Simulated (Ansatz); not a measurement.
Geometry optimisation, RKS PBE0-D4/def2-SVP (Ansatz 0.2.0).

Input:

```yaml
crystal:
  periodic: [false, false, false]
  atoms:
    - { symbol: O, position_ang: [-1.3758, -0.8306, -0.2243] }
    - { symbol: B, position_ang: [-0.0437, -0.5225, -0.6161] }
    - { symbol: Sb, position_ang: [1.0214, 1.2079, 0.275] }
    - { symbol: H, position_ang: [-1.8897, -0.2548, -0.887] }
    - { symbol: H, position_ang: [0.5071, -1.228, -1.4118] }
    - { symbol: H, position_ang: [-0.1924, 1.4307, 1.5133] }
    - { symbol: H, position_ang: [2.0343, 0.1292, 1.3053] }
basis:
  gaussian: { orbitals: def2-SVP }
hamiltonian:
  xc: pbe0
  dispersion: d4
relax:
  f_tol: 0.015
  max_steps: 40
```

Launched with:

```bash
$ ansatz run input.yaml --threads 1 --pin off --max-ram 2048MiB --backend cpu --events-out ev --progress --plain --runs-dir out
```

Where does it end, and by what steps?

It converged. After 13 steps the energy has fallen by 0.986 eV; H4 moved furthest, 0.73 Å.

```csv
step,energy less start (eV),largest force component (eV/Å),accepted
0,0.0000,2.395,yes
1,-0.0453,1.785,yes
2,-0.2347,1.420,yes
3,-0.4583,1.377,yes
4,-0.8067,1.508,yes
5,-0.9481,0.555,yes
6,-0.9774,0.118,yes
7,-0.9838,0.075,yes
8,-0.9846,0.164,yes
9,-0.9855,0.044,yes
10,-0.9829,0.133,no
11,-0.9860,0.019,yes
12,-0.9860,0.026,yes
13,-0.9861,0.004,yes
```

```xyz
7
Properties=species:S:1:pos:R:3
O -1.339 -0.780 -0.701
B -0.012 -0.576 -0.730
Sb 1.028 1.194 0.240
H -1.826 -0.139 -0.171
H 0.644 -1.374 -1.363
H -0.265 1.460 1.346
H 1.831 0.146 1.333
```

Run time: 2.4 min on 1 thread of Intel(R) Xeon(R) Processor @ 2.50GHz (Skylake/Cascade Lake) (shared host), peak memory 0.15 GiB.
